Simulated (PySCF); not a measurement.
A structure optimised at PBE-D3(BJ)/def2-SVP, used in a PySCF frequency run:

```xyz
6

Sn     0.3211     0.6557     0.0000
O     -0.9137     2.2212     0.0000
Br    -0.1259    -0.7684    -2.0165
Br    -0.1259    -0.7684     2.0165
H      1.9114     1.3035     0.0000
H     -1.8460     1.9257     0.0000
```
Charge 0, spin multiplicity 1.

Problem. Write its SMILES, formula and point group.

Solution. [OH][SnH]([Br])[Br], Br₂H₂OSn, Cs

Problem. What are its rotational constants (standard atomic weights)?

Solution. 1.9081, 0.73802, 0.57448 GHz
